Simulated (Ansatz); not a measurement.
Program: Ansatz. Geometries: PBE0-D4/def2-TZVP. ΔE: electronic, gas phase. CBS: MP2 limit from def2 TZ/QZ plus the TZ coupled-cluster correction, frozen cores. Functionals use def2-TZVPP. Elements past krypton have def2 core potentials. For As, Te outer-core shells are correlated without core-valence functions, which leaves a few kJ/mol of doubt a bond. Scalar relativity is left out up to krypton. One conformer a species, not always the lowest.

Consider the redistribution: `[AsH2]C[TeH]` + `OC(O)[SiH3]` → `OC([SiH3])[TeH]` + `OC[AsH2]`.

Question: Is it downhill or uphill in electronic energy at CCSD(T)/CBS, and by how much? (An estimate is asked.)

Answer: Computed: Uphill: ΔE = +34.3 kJ/mol.

Question: What do these levels give: ωB97M-V, B2PLYP, PBE, r2SCAN, MP2/def2-TZVPP, SCS-MP2/def2-TZVPP, CCSD/def2-TZVPP, CCSD(T)/def2-TZVPP, MP2/def2-QZVPP, SCS-MP2/def2-QZVPP, HF/CBS(def2), CCSD/CBS(def2)? (Best estimate.)

Answer: Computed: ωB97M-V 36.2, B2PLYP 34.0, PBE 26.9, r2SCAN 29.6, MP2/def2-TZVPP 38.0, SCS-MP2/def2-TZVPP 38.0, CCSD/def2-TZVPP 37.9, CCSD(T)/def2-TZVPP 36.4, MP2/def2-QZVPP 36.7, SCS-MP2/def2-QZVPP 36.8, HF/CBS(def2) 42.0, CCSD/CBS(def2) 35.8 kJ/mol.

Largest T1 diagnostic among the species: 0.012.

From PBE to PBE0 (25 % exact exchange), in def2-TZVPP and without D4, ΔE moves by +4.9 kJ/mol. In def2-TZVPP, CCSD(T) changes the Hartree–Fock value by −5.7 kJ/mol (the triples alone add −1.5 kJ/mol) and MP2 by −4.2 kJ/mol.
